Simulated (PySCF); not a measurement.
Vertical excitations of a molecule C2H8ClNSi from TDA-PBE/def2-SVPD (PySCF), as energy in eV (oscillator strength): 4.86 (0.001), 5.53 (0.018), 6.11 (0.002), 6.15 (0.020), 6.58 (0.018), 6.64 (0.008), 6.77 (0.004), 6.78 (0.006), 6.90 (0.071), 7.02 (0.012). Lowest triplet (TDA): 4.79 eV. The structure is a stationary point at B3LYP-D3(BJ)/def2-SVP. Other conformers were not sampled.

Problem. Which molecule gave these data?
(A) C[C@H](N)[SiH2]Cl
(B) CN[Si@H](C)Cl
(C) C[Si](C)(N)Cl
(D) C[Si@H](Cl)CN

Solution. A, C[C@H](N)[SiH2]Cl
